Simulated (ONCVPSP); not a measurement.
**W: one change to an ONCV potential, before and after**

tungsten (W), optimised norm-conserving Vanderbilt (ONCV), made with ONCVPSP 4.0.1 (PBEsol, scalar-relativistic). Core [Kr] 4d10 4f14 5s2, reference 5p6 5d4 6s2. Waves: 6s: rc 2.80 bohr, ncon 4, nbas 7, qcut 2.3 1/bohr, 2 projectors, debl 3.1 Ha; 5p: rc 1.20 bohr, ncon 4, nbas 7, qcut 6.7 1/bohr, 1 projector; 5d: rc 2.40 bohr, ncon 3, nbas 7, qcut 5.2 1/bohr, 1 projector. Local part: polynomial inside 1.05 bohr (lpopt 2, dvloc0 0 Ha). Core correction: polynomial model core, fcfact 0.7.

All-electron outer shells of the reference configuration (PBEsol, scalar-relativistic, ld1.x):

| shell | level (eV) | outermost node (bohr) | outermost maximum (bohr) |
| --- | --- | --- | --- |
| 5p | -43.22 | 0.57 | 1.09 |
| 4f | -33.24 | – | 0.43 |
| 6s | -5.75 | 1.28 | 2.64 |
| 5d | -4.51 | 0.63 | 1.49 |

Change: s: qcut 2.5; p: qcut 7.2; d: qcut 5.6.

Cutoffs: the cutoffs (Ha) at which the residual kinetic energy of the hardest occupied pseudo-wave falls to 1 and 0.1 mHa per electron; they do not see the model core or the augmentation charge, which bear on the density cutoff. Errors are all-electron minus pseudo energies relative to the spin-unpolarised reference configuration.

**Question.** What does the change do?

**Answer.** The potential gets softer (80 Ha and 100 Ha → 52 Ha and 96 Ha); both files keep a bound ghost (s); of the 4 tests that both files solve, the error grows in 1 and shrinks in 1 by more than 15 % and 0.3 meV (median size 31.6 → 28.1 meV).

| quantity | base | changed |
| --- | --- | --- |
| cutoff, loose | 80 Ha | 52 Ha |
| cutoff, tight | 100 Ha | 96 Ha |
| loose cutoff by channel | s 5.0 Ha, p 80 Ha, d 11 Ha | s 3.4 Ha, p 52 Ha, d 11 Ha |
| bound ghosts | s | s |
| GHOST(+) flags under 300 eV | s at 124.0 eV | s at 123.7 eV |
| error for 5p6 5d4 6s1, meV [ΔE 8.93 eV] | -7.8 | -8.9 |
| error for 5p6 5d4 6s0, meV [ΔE 24.62 eV] | -34 | -38 |
| error for 5p6 5d3 6s0, meV [ΔE 50.03 eV] | -29 | -18 |
| error for 5p6 5d5 6s0, meV [ΔE 9.72 eV] | -36 | -53 |
| s: phases at 2.85 bohr within 0.05 rad from the reference energy up to (Ha; the scan ends near 5) | n/a | n/a |
| p: phases at 1.22 bohr within 0.05 rad from the reference energy up to (Ha; the scan ends near 5) | 3.3 | 3.4 |
| d: phases at 2.44 bohr within 0.05 rad from the reference energy up to (Ha; the scan ends near 5) | 1.2 | 1.3 |
| rms error of d²Exc/dni dnj with the model core, mHa | 0.42 | 0.39 |

 A true bound ghost makes a file unfit for plane-wave use even where its test errors are small: the radial tests pick states by their node count and pass the ghost by.
